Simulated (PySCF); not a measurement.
# One molecule, several mistakes: GeH7N2Si cation

Calculated results; nothing here was measured. They come from PySCF 2.14.0, an open-source quantum chemistry program, on an isolated molecule that a program drew, which may never have been made. The molecule is GeH7N2Si cation (charge +1, singlet), drawn as the SMILES string `N[SiH+][NH][GeH3]`.

Each row is a Hartree-Fock (HF) and frozen-core CCSD(T) single point in the cc-pV(D+d)Z basis, meant for a local HF minimum. Run 1 is clean. Each other run has one planted mistake out of seven kinds, and not every kind appears here: one electron removed, one electron added, multiplicity raised by two, geometry at a saddle point, minimal basis STO-3G, one bond length entered in bohr, all coordinates scaled. The reference is restricted for singlets and unrestricted otherwise, and also for a bond in bohr. Adding or removing an electron swaps singlet and doublet. Electrons count all cores. HOMO and LUMO are orbital energies over both spins, the gradient is its largest component, and the lowest frequency (negative if imaginary) is given only where the gradient is small. Bond lengths are over the 10 bonds as drawn. T1 is the CCSD diagnostic: over 0.02 (restricted) or 0.045 (unrestricted) a single reference is doubtful. Germanium has the cc-pVDZ-PP basis, with a core potential (ECP10MDF) in place of its 10 inner electrons, and its 3s, 3p and 3d shells are frozen in CCSD(T).

Geometry of the clean run:
```xyz
11
GeH7N2Si cation, angstrom
N    -0.6724   -0.1753    2.8576
Si    0.2652    0.9249    2.0844
N     0.5981    0.8578    0.4891
Ge    0.0978   -0.3603   -0.9210
H    -0.8618   -0.1107    3.8430
H    -1.1169   -0.9701    2.4342
H     0.8054    1.9975    2.9057
H     1.1899    1.6079    0.1612
H     1.4011   -0.9347   -1.4397
H    -0.6614    0.4792   -1.9292
H    -0.7725   -1.3827   -0.2064
```

```
run,electrons,basis functions,<S^2>,HOMO (eV),LUMO (eV),gradient (hartree/bohr),lowest frequency (cm^-1),mean bond (Å),longest bond (Å),T1,HF (hartree),CCSD(T) (hartree),mistake
1,66,109,0.000,-16.11,-2.20,9.3e-06,64,1.4227,1.929,0.0136,-695.12284,-695.70642,no fault
2,65,109,0.790,-22.01,-12.53,1.2e-01,-,1.4227,1.929,0.0438,-694.59893,-695.15410,one electron removed
3,66,109,0.847,-16.10,-4.40,1.0e-02,-,1.5522,2.749,0.0403,-695.00387,-695.57632,one bond length entered in bohr
4,67,109,0.769,-3.82,3.15,8.6e-02,-,1.4227,1.929,0.0130,-695.23257,-695.82759,?
```

**Which mistake was planted in run 4, and what did it cost?**

It counts 67 electrons, one more than the clean run, at the same geometry and basis. So the mistake is: one electron added. Subtracting run 1 and multiplying by 627.51 kcal/mol a hartree, the energy moved by -68.9 kcal/mol in HF and -76.0 kcal/mol in CCSD(T).

